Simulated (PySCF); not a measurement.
# Electron correlation in Si²⁺ (silicon, charge +2)

[Ne] 3s2, closed-shell 1S. All numbers are calculated (PySCF 2.14, no relativity, point nucleus, in dyall-av3z). Frozen: [Ne]; 2 electrons correlated; the 23 highest virtual orbitals of each spin left out.

With two correlated electrons CCSD is exact within the correlated space (frozen core and kept virtual orbitals).

```json
{"level": "CCSD", "correlation energy (mhartree)": "-45.38"}
```

Diagnostics: T1 = 0.0064, D1 = 0.0091, largest double amplitude 0.116.

Task: Is a single reference adequate?

Result: Mostly. T1 lies below 0.03, but a double amplitude of this size points to a near-degeneracy that CCSD handles and MP2 describes poorly.
